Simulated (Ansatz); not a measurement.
Harmonic frequencies (cm⁻¹) at PBE0-D4/def2-TZVP from Ansatz: 219, 323, 498, 499, 951, 1342.

(1) Which molecule is it?
A. `FB(Cl)Br`
B. `FB(F)C(F)(F)F`
C. `BN=C=O`
D. `FB(F)Cl`

## Answers

(1) A.
